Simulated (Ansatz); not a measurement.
A series at Hf: from `[OH][Hf]([OH])([OH])[SeH]`, ligands are replaced one by one, each step taking up H–F and setting free H₂O; n counts the steps. Ansatz, PBE0-D4/def2-TZVP geometries. Each molecule was computed in one conformer, which needn't be the lowest.

```tsv
n	molecule	HOMO energy, ωB97M-V/def2-TZVPP (eV)
0	`[OH][Hf]([OH])([OH])[SeH]`	-8.69
1	`[OH][Hf]([OH])([F])[SeH]`	-9.05
2	`[OH][Hf]([F])([F])[SeH]`	-9.43
3	`[F][Hf]([F])([F])[SeH]`	?
```

Q: By hand: fit a straight line y = ȳ + b (n − n̄) to the 3 given rows and predict n = 3.

A: n̄ = 1.000, ȳ = -9.057; Σ(n − n̄)(y − ȳ) = -0.740, Σ(n − n̄)² = 2.000, so b = -0.370 eV a step. Prediction: -9.057 + (-0.370) × (2.000) = -9.80 eV.

Q: By hand: compare with the computed value, -9.82 eV, and give the steps along the whole series.

A: The line misses by -0.02 eV (computed minus predicted). Steps: -0.36, -0.38, -0.39 eV.

The steps differ by at most 0.03 eV, 8 % of a mean step, so the ligands' effects nearly add and a line is close. The miss is 1.8 % of the series' range.
